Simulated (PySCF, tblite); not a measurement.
Isomers of C6H12F3P, one GFN2-xTB conformer each. Single-point energies are computed at PBE0/pcSseg-1 (PySCF, gas phase, no added dispersion term), electronic only.

Problem. Rank them by PBE0/pcSseg-1 energy, lowest first (kJ/mol).
A. `[CH3:1][C:2]([CH3:3])([CH3:4])[PH:5][CH2:6][C:7]([F:8])([F:9])[F:10]` with C2–P5–C6–C7 -171°
B. `[CH3:1][CH2:2][P:3]([CH2:4][CH3:5])[CH2:6][C:7]([F:8])([F:9])[F:10]` with C1–C2–P3–C4 85°, C2–P3–C4–C5 -178°, C2–P3–C6–C7 94°
C. `[CH3:1][CH:2]([CH3:3])[CH2:4][PH:5][CH2:6][C:7]([F:8])([F:9])[F:10]` with C1–C2–C4–P5 176°, C2–C4–P5–C6 179°, C4–P5–C6–C7 82°
D. `[CH3:1][CH2:2][CH2:3][PH:4][CH2:5][CH2:6][C:7]([F:8])([F:9])[F:10]` with C1–C2–C3–P4 180°, C2–C3–P4–C5 -165°, C3–P4–C5–C6 -174°, P4–C5–C6–C7 -61°
E. `[CH3:1][CH2:2][P:3]([CH:4]([CH3:5])[CH3:6])[C:7]([F:8])([F:9])[F:10]` with C1–C2–P3–C4 172°, C2–P3–C4–C5 159°

Solution. B (0.0), D (14.5), C (14.8), A (15.7), E (29.9).

Neighbours under 10 kJ/mol apart (CCCPCCC(F)(F)F and CC(C)CPCC(F)(F)F; CC(C)CPCC(F)(F)F and CC(C)(C)PCC(F)(F)F) can change places with a better method, another conformer or zero-point energy. GFN2-xTB itself gives, in the same order: 7.6, 9.6, 0.0, 1.3, 19.3. GFN2-xTB puts CC(C)CPCC(F)(F)F lowest instead; measured from each level's own lowest isomer, the values differ by up to 14.8 kJ/mol (CC(C)CPCC(F)(F)F: 0.0 against 14.8).

Problem. Which frontier levels, dipoles and rotational constants go with these structures?

Solution. 
```tsv
SMILES	HOMO (eV, PBE0/pcSseg-1)	LUMO (eV)	dipole (D)	A, B, C (MHz)
CCP(CC)CC(F)(F)F	-6.99	0.78	3.33	1443, 724.4, 550.9
CCCPCCC(F)(F)F	-6.97	0.73	2.81	3135, 411.5, 403.6
CC(C)CPCC(F)(F)F	-7.32	0.55	2.73	2313, 512.6, 464.7
CC(C)(C)PCC(F)(F)F	-7.21	0.51	3.47	2289, 544.4, 535.7
CCP(C(C)C)C(F)(F)F	-7.39	0.43	2.58	1276, 1045, 679.1
```

Problem. What happens when harmonic zero-point energies from GFN2-xTB frequencies are added?

Solution. 
```csv
SMILES,ZPE (kJ/mol),electronic (kJ/mol),with ZPE (kJ/mol)
CCP(CC)CC(F)(F)F,449.8,0.0,0.0
CCCPCCC(F)(F)F,449.4,14.5,14.1
CC(C)CPCC(F)(F)F,448.4,14.8,13.4
CC(C)(C)PCC(F)(F)F,446.4,15.7,12.3
CCP(C(C)C)C(F)(F)F,451.5,29.9,31.5
```

The zero-point energies span 5.1 kJ/mol. The lowest isomer stays, but the order above it changes.
